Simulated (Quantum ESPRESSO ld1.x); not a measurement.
Initial-state core-level shifts of the tellurium ion Te+ when its valence configuration changes from [Kr] 4d10 5s2 5p3. All-electron calculation, scalar-relativistic Kohn-Sham, PW91, spin-unpolarised, spherical densities, point nucleus. Program: ld1.x of Quantum ESPRESSO 7.5. Shifts are changes of the shell-averaged eigenvalues in eV (positive: less bound).

| valence | 2s | 2p | 3s | 3p |
|---|---|---|---|---|
| 4d10 5p5 | -2.816 | -2.805 | -2.858 | -2.856 |
| 4d9 5s2 5p4 | -9.634 | -9.607 | -9.172 | -9.173 |
| 4d9.5 5s2 5p3.5 | -4.783 | -4.769 | -4.563 | -4.563 |
| 4d9 5s1 5p5 | -10.994 | -10.960 | -10.551 | -10.551 |
| 4d8.5 5s1 5p5.5 | -15.884 | -15.836 | -15.176 | -15.177 |
| 4d7.5 5s2 5p5.5 | -24.609 | -24.539 | -23.285 | -23.289 |
| 4d10 5s1 5p4 | -1.432 | -1.426 | -1.452 | -1.451 |
| 4d8 5s2 5p5 | -19.547 | -19.492 | -18.533 | -18.536 |
| 4d8 5s1 5p6 | -20.846 | -20.783 | -19.852 | -19.854 |
